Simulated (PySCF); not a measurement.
Calculation: PySCF with PBE-D3(BJ)/def2-TZVP // r2SCAN-D4/def2-TZVP. Gas-phase values, no solvent. One relaxed conformer stands for a flexible species; it need not be the lowest. Delta-SCF ions had no search for a lower state. 

Reference species (SMILES): `N[SiH2][SiH2][SiH2]O` (neutral, multiplicity 1).

```yaml
vertical ionisation energy (Delta-SCF): 8.57 eV
HOMO–LUMO gap: 4.45 eV
HOMO: -5.82 eV
```

Changed species: `N[Si@@H]([SiH3])[SiH2]O`.

Task: Give the shifts of the vertical ionisation energy (Delta-SCF), HOMO–LUMO gap and HOMO.

Result: the vertical ionisation energy (Delta-SCF) rises by 0.30 eV, to 8.87 eV; the HOMO–LUMO gap goes up by 0.25 eV, to 4.70 eV; the HOMO falls by 0.40 eV, to -6.22 eV.
